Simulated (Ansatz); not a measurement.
ClGaH₆O₂Si₂ (`[SiH3][O][Ga]([Cl])[O][SiH3]`), relaxed with RKS PBE0-D4/def2-TZVP in the Gaussian-basis code of Ansatz from a GFN2-xTB geometry. The force threshold is 0.005 eV/Å; the program also tests the step.

The species carries charge 0 and has multiplicity 1.

Start:

```xyz
12

Si   -0.750   -0.060    2.056
O     0.389    0.919    1.401
Ga    1.169    1.352   -0.103
Cl    2.516    2.910   -0.195
O     0.760    0.402   -1.513
Si   -0.093   -0.915   -1.987
H    -0.499   -1.452    1.663
H    -0.530    0.188    3.481
H    -2.070    0.381    1.591
H    -1.478   -0.815   -1.510
H     0.027   -0.800   -3.440
H     0.560   -2.112   -1.442
```

| step | energy (eV) | largest force (eV/Å) | largest move (Å) |
| --- | --- | --- | --- |
| 1 | -84833.4883 | 1.047 | 0.000 |
| 2 | -84833.6527 | 0.290 | 0.128 |
| 3 | -84833.6600 | 0.092 | 0.029 |
| 4 | -84833.6639 | 0.030 | 0.061 |
| 5 | -84833.6668 | 0.069 | 0.104 |
| 6 | -84833.6674 | 0.050 | 0.113 |
| 7 | -84833.6682 | 0.039 | 0.020 |
| 8 | -84833.6689 | 0.009 | 0.027 |
| 9 | -84833.6690 | 0.012 | 0.014 |
| 10 | -84833.6691 | 0.006 | 0.022 |
| 11 | -84833.6691 | 0.005 | 0.003 |
| 12 | -84833.6691 | 0.000 | 0.002 |

End:

```xyz
12

Si   -0.757    0.010    2.032
O     0.290    1.098    1.396
Ga    1.180    1.364   -0.097
Cl    2.555    2.954   -0.211
O     0.943    0.327   -1.497
Si   -0.022   -0.911   -1.967
H    -0.490   -1.354    1.495
H    -0.584   -0.004    3.506
H    -2.156    0.385    1.700
H    -1.375   -0.787   -1.355
H    -0.151   -0.871   -3.445
H     0.568   -2.211   -1.555
```

Hardware: 4 threads of an Intel Xeon Platinum 8488C on a shared host. Wall time 70 s, peak host memory 1.1 GiB.
